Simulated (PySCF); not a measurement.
**Bond curve of BTe⁻**

Set-up: basis B aug-cc-pVDZ, Te aug-cc-pVDZ-PP with ECP28; scalar-relativistic core potentials; PySCF 2.14. Energies in eV from B + Te⁻ in their ground configurations at the same level. State: ¹Σ⁺ (singlet), closed shell.

All columns are PBE0. A positive dipole points towards Te; it is taken about the centre of mass and depends on that origin.

```tsv
R (Å)	E (eV)	μ (D)	Mulliken charge on B (basis-dependent)	HOMO (eV)	LUMO (eV)	Mayer bond order	⟨S²⟩
1.790	-3.184	5.93	-1.31	-0.14	3.37	1.60	0.00
1.874	-3.770	5.63	-1.18	-0.32	3.39	1.57	0.00
1.957	-4.090	5.30	-1.06	-0.51	3.40	1.56	0.00
2.019	-4.201	5.04	-0.98	-0.64	3.40	1.56	0.00
2.082	-4.230	4.78	-0.90	-0.76	3.40	1.57	0.00
2.144	-4.194	4.52	-0.83	-0.87	3.31	1.58	0.00
2.228	-4.074	4.18	-0.74	-1.01	3.16	1.60	0.00
2.332	-3.842	3.76	-0.64	-1.15	2.98	1.63	0.00
2.457	-3.493	3.30	-0.54	-1.14	2.75	1.66	0.00
2.623	-2.974	2.76	-0.42	-0.99	2.44	1.68	0.00
```

A fit through these points gives, at Re = 2.076 Å, μ = 4.81 D and dμ/dR = -4.20 D/Å; the reduced mass is 10.15 u.

Question: How strong is the fundamental in the double-harmonic approximation, I = 42.26·(dμ/dR)²/μred km/mol?

Answer: I = 42.26·(-4.20)²/10.15 = 73.4 km/mol at PBE0.

Spin–orbit coupling is left out, which matters for elements this heavy, above all for dissociation energies. For an ion De counts to the pair picked by the measured ionisation energies or electron affinities, which need not be the lowest pair at this level.
